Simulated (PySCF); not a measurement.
SMILES CO[Si](OC)(OC)OC, singlet at its GFN2-xTB optimised geometry (Å):

```
21

C      1.4855    -1.2284     1.0554
O      0.6270    -1.5805     0.0000
Si    -0.9976    -1.5805     0.0000
O     -1.4398    -2.3035    -1.3860
C     -0.9303    -3.4927    -1.9347
O     -1.4397    -2.3036     1.3860
C     -2.7307    -2.3918     1.9342
O     -1.7382    -0.1345     0.0000
C     -1.8149     0.7908    -1.0549
H      1.2249    -1.7790     1.9597
H      1.4201    -0.1581     1.2623
H      2.5011    -1.4803     0.7479
H     -1.3578    -3.6015    -2.9320
H     -1.2117    -4.3503    -1.3198
H      0.1572    -3.4478    -2.0005
H     -3.1864    -1.4034     1.9991
H     -3.3654    -3.0336     1.3196
H     -2.6330    -2.8211     2.9319
H     -0.8319     1.2194    -1.2614
H     -2.1865     0.3088    -1.9595
H     -2.5011     1.5805    -0.7471
```

Level of theory: CAM-B3LYP/def2-SVP in PySCF. Cells within 0.4 Å of a nucleus heavier than hydrogen are left out (blank, or x).

Map of the log10 of the electron density (e/bohr³), floored at −4 on the plane z = 0.0 Å:

```
|000000000000000000000000000|
|000000000000000000000000000|
|000000000000000000000000000|
|000000000000000000000000000|
|000000000000000000000000000|
|000000110000000000000000000|
|000012222110000000000000000|
|000023443321100000000000000|
|000134554432210000000000000|
|000134565543320000000000000|
|000134566554321000000000000|
|000124567765321111110000000|
|000024679976432223221000000|
|00002468xx86543443322100000|
|00002468xx87655555433210000|
|000024678887677766554321000|
|000013567799789986655431000|
|0000124568xx88xx97665431000|
|0001223567x9789x86555421000|
|001122356676678875443320000|
|001223345666556654322100000|
|001233334554444432110000000|
|001222223333322210000000000|
|000111112232211000000000000|
|000000012232210000000000000|
|000000011222100000000000000|
|000000001121100000000000000|
```
Scale: ten equal steps from -4.00 (start of '0') to -0.105 (end of '9'), in the order '0123456789'; x runs from -5.00 to 5.00, y from -5.00 (bottom) to 5.00 (top).
